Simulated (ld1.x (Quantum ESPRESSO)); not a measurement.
PBEsol PAW dataset for H (Z = 1), non-relativistic all-electron reference.

Input for ld1.x (Quantum ESPRESSO) 7.5:

```
&input
   title='H', zed=1., rel=0, dft='PBESOL', iswitch=3,
   config='1s0.5 2p-2',
   nld=2, rlderiv=1.70, eminld=-3.0, emaxld=5.0, deld=0.02
 /
 &inputp
   pseudotype=3, lpaw=.true., tm=.true., lloc=-1, rcloc=1.30,
   nlcc=.false.,
   which_augfun='BESSEL', rmatch_augfun=0.90,
   file_pseudopw='H.UPF', file_wfcaegen='ae.wfc', file_wfcncgen='nc.wfc', file_beta='beta', file_chi='chi', file_wfcusgen='us.wfc'
 /
4
1S  1  0   0.50   0.00  1.20  1.50  0.0
1S  1  0   0.00   0.10  1.20  1.50  0.0
2P  2  1  -2.00   0.05  1.20  1.55  0.0
2P  2  1  -2.00   0.75  1.20  1.55  0.0
 &test
   configts(1)='1s0.5'
 /
```

Command:

```bash
ld1.x < H.in > H.out
```

Resulting log (shortened: banner, matrices, multipoles, cross overlaps and the repeated all-electron block are left out):

```
Program LD1 v.7.5
     --------------------------- All-electron run ----------------------------

     H

     atomic number is  1.00
     dft =PBESOL   lsd =0 sic =0 latt =0  beta=0.20 tr2=1.0E-14
     Exchange-correlation= PBESOL
                           (   1   4  10   8   0   0   0)
     mesh = 929 r(mesh) =  99.48432 a.u. xmin = -7.00 dx = 0.01250
     1 Ry =  13.60569312 eV

     n l     nl                  e(Ry)          e(Ha)          e(eV)
     1 0     1S 1( 0.50)        -0.9131        -0.4565       -12.4231

     final scf error:  2.6E-15 reached in  14 iterations

     Etot =      -0.557477 Ry,      -0.278739 Ha,      -7.584865 eV

     Ekin =       0.546416 Ry,       0.273208 Ha,       7.434371 eV
     Encl =      -1.045360 Ry,      -0.522680 Ha,     -14.222842 eV
     Eh   =       0.163551 Ry,       0.081776 Ha,       2.225228 eV
     Exc  =      -0.222085 Ry,      -0.111043 Ha,      -3.021622 eV

     normalization and overlap integrals

     s(1S/1S) =  1.000000  <r> =   1.4339  <r2> =    2.7456  r(max) =   0.9512

     ------------------------ End of All-electron run ------------------------

     --------------------- Generating PAW atomic setup --------------------

      Generating local potential from pseudized AE potential:
      Matching radius rcloc =   1.3000

      Local pseudo, rcloc= 1.284 Estimated cut-off energy=    13.65 Ry

      Computing core charge for PAW:
      Integrated core pseudo-charge :   0.00
      Wfc-us  1S rcutus= 1.492  Estimated cut-off energy=    20.96 Ry
      Wfc-us  1S rcutus= 1.492  Estimated cut-off energy=    26.48 Ry
      Wfc-us  2P rcutus= 1.568  Estimated cut-off energy=    28.56 Ry
      Wfc-us  2P rcutus= 1.568  Estimated cut-off energy=    29.47 Ry

     Required augmentation: BESSEL   radius:    0.900000
     Suggested rho cutoff for augmentation:  66.55 Ry

     Estimated PAW energy =   -0.557477 Ryd

     ------------------- End of pseudopotential generation -------------------

     Computing logarithmic derivative in   1.70109
     Computing logarithmic derivative in   1.70109
     Computing the partial wave expansion
     R is outside the sphere for l=    0 j= 0.00
     R is outside the sphere for l=    0 j= 0.00
     R is outside the sphere for l=    1 j= 0.00
     R is outside the sphere for l=    1 j= 0.00

     ---------------------- Testing the pseudopotential ----------------------

     H

     atomic number is  1.00   valence charge is  1.00
     dft = SLA  PW   PSX  PSC   lsd =0 sic =0 latt =0  beta=0.20 tr2=1.0E-14
     mesh = 929 r(mesh) =  99.48432 xmin = -7.00 dx = 0.01250

     n l     nl             e AE (Ry)        e PS (Ry)    De AE-PS (Ry)
     1 0     1S   1( 0.50)       -0.91308       -0.91308       -0.00000

     eps = 3.2E-16  iter =  1

     Etot =      -0.557477 Ry,      -0.278739 Ha,      -7.584865 eV
     Etotps =    -0.557477 Ry,      -0.278739 Ha,      -7.584864 eV

     Ekin =       0.546417 Ry,       0.273208 Ha,       7.434376 eV
     Encl =      -1.045360 Ry,      -0.522680 Ha,     -14.222847 eV
     Ehrt =       0.163551 Ry,       0.081776 Ha,       2.225228 eV
     Ecxc =      -0.222085 Ry,      -0.111043 Ha,      -3.021622 eV

     ---------------------- End of pseudopotential test ----------------------
```

Generation and configuration tests took about 0.37 s on one core of a shared server CPU.

Transferability test of the new file with ld1.x, input:

```
&input
   title='H', zed=1., rel=0, dft='PBESOL', iswitch=2,
   config='1s0.5 2p-2'
 /
 &test
   file_pseudo='H.UPF', nconf=2,
   configts(1)='1s0.5',
   configts(2)='1s1'
 /
```

```bash
ld1.x < H.test.in > H.test.out
```

Pseudopotential blocks of its output, shortened (energy terms left out):

```
     ---------------------- Testing the pseudopotential ----------------------

     n l     nl             e AE (Ry)        e PS (Ry)    De AE-PS (Ry)
     1 0     1S   1( 0.50)       -0.91308       -0.91308       -0.00000

     eps = 3.7E-16  iter =  1

     Etot =      -0.557477 Ry,      -0.278739 Ha,      -7.584864 eV
     Etotps =    -0.557477 Ry,      -0.278739 Ha,      -7.584864 eV

     ---------------------- End of pseudopotential test ----------------------

          ---------------------- Testing the pseudopotential ----------------------

     n l     nl             e AE (Ry)        e PS (Ry)    De AE-PS (Ry)
     1 0     1S   1( 1.00)       -0.46539       -0.46536       -0.00003

     eps = 7.2E-16  iter =  9

     Etot =      -0.899797 Ry,      -0.449899 Ha,     -12.242366 eV
     Etotps =    -0.899787 Ry,      -0.449894 Ha,     -12.242232 eV
     dEtot_ae =      -0.342320 Ry
     dEtot_ps =      -0.342310 Ry,   Delta E=      -0.000010 Ry

     ---------------------- End of pseudopotential test ----------------------
```
